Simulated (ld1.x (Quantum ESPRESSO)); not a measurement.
**u(r) = r·R(r): atom against pseudo-atom (Ag)**

Columns: radius, all-electron u(r) and pseudo u(r) of the 4s shell (level -117.60 eV) of silver in the configuration [Ar] 3d10 4s2 4p6 4d9 5s0 5p0; PBE, scalar-relativistic, TM scheme, ld1.x (Quantum ESPRESSO) 7.5.

| r (bohr) | all-electron | pseudo |
| --- | --- | --- |
| 0.075 | -0.4072 | -0.0560 |
| 0.150 | -0.0643 | -0.1183 |
| 0.225 | 0.5476 | -0.1936 |
| 0.300 | 0.6637 | -0.2892 |
| 0.375 | 0.3752 | -0.4120 |
| 0.450 | -0.0729 | -0.5651 |
| 0.525 | -0.5086 | -0.7428 |
| 0.600 | -0.8502 | -0.9263 |
| 0.675 | -1.0762 | -1.0854 |
| 0.750 | -1.1953 | -1.1902 |
| 0.825 | -1.2278 | -1.2253 |
| 0.900 | -1.1981 | -1.1978 |
| 0.975 | -1.1276 | -1.1276 |
| 1.050 | -1.0333 | -1.0333 |
| 1.125 | -0.9281 | -0.9281 |
| 1.200 | -0.8209 | -0.8209 |
| 1.275 | -0.7173 | -0.7173 |
| 1.350 | -0.6206 | -0.6206 |
| 1.425 | -0.5328 | -0.5328 |
| 1.500 | -0.4544 | -0.4544 |
| 1.575 | -0.3855 | -0.3855 |
| 1.650 | -0.3255 | -0.3255 |
| 1.725 | -0.2738 | -0.2738 |
| 1.800 | -0.2295 | -0.2295 |
| 1.875 | -0.1919 | -0.1919 |
| 1.950 | -0.1600 | -0.1600 |

How many radial nodes do the two functions have?

The all-electron 4s function has n − l − 1 = 3 (the table is too coarse to show those close to the nucleus); the pseudo-wave has 0, since the states of the same l below it are removed with the core.

At about which radius was the pseudo-wave matched?

1.00 bohr. The columns agree to 0.0005 from 0.90 bohr on; several derivatives are matched, so the curves merge somewhat inside the radius.

Where does each function peak?

Outermost all-electron maximum near 0.82 bohr, pseudo maximum near 0.82 bohr (to the table’s step).

Is the pseudo-wave norm-conserving?

Yes: the TM scheme keeps the norm inside the radius equal to the all-electron one, which fixes the energy derivative of the logarithmic derivative at the level.
